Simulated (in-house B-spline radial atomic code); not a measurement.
Ionisation energies with and without relativity, with size and susceptibility from the Dirac run. Dirac energy differences include first-order Breit, QED and recoil terms. NIST's values go from ground level to ground level; the uncertainty of those that are theory runs from under 0.1 % in few-electron ions to several per cent in heavy many-electron ones. Computed with a B-spline radial code for spherical atoms: non-relativistic Hartree-Fock and Dirac-Hartree-Fock, averages of the configuration (point nuclei without relativity, finite nuclei with it).

```csv
ion,configuration,configuration after,ionisation non-relativistic (eV),ionisation Dirac Breit and QED (eV),tabulated value (eV),tabulated kind,radius at density 0.001 (bohr),diamagnetic susceptibility (10⁻⁶ cm³/mol)
Tc2+,[Kr] 4d5,[Kr] 4d4,27.50,27.09,29.55,semi-empirical,3.514,-24.587
Ru2+,[Kr] 4d6,[Kr] 4d5,?,?,?,semi-empirical,?,?
Rh2+,[Kr] 4d7,[Kr] 4d6,?,?,?,semi-empirical,?,?
Pd2+,[Kr] 4d8,[Kr] 4d7,33.01,32.50,32.93,semi-empirical,3.313,-23.807
Ag2+,[Kr] 4d9,[Kr] 4d8,34.85,34.30,34.8,semi-empirical,3.248,-23.452
Cd2+,[Kr] 4d10,[Kr] 4d9,36.69,36.10,37.468,measured,3.186,-23.077
```

(1) Fill in the row of Ru2+.

(2) Fill in the row of Rh2+.

Answers

(1) ionisation non-relativistic (eV): 29.34; ionisation Dirac Breit and QED (eV): 28.90; tabulated value (eV): 28.47; radius at density 0.001 (bohr): 3.448; diamagnetic susceptibility (10⁻⁶ cm³/mol): -24.399.

(2) ionisation non-relativistic (eV): 31.18; ionisation Dirac Breit and QED (eV): 30.70; tabulated value (eV): 31.06; radius at density 0.001 (bohr): 3.38; diamagnetic susceptibility (10⁻⁶ cm³/mol): -24.129.
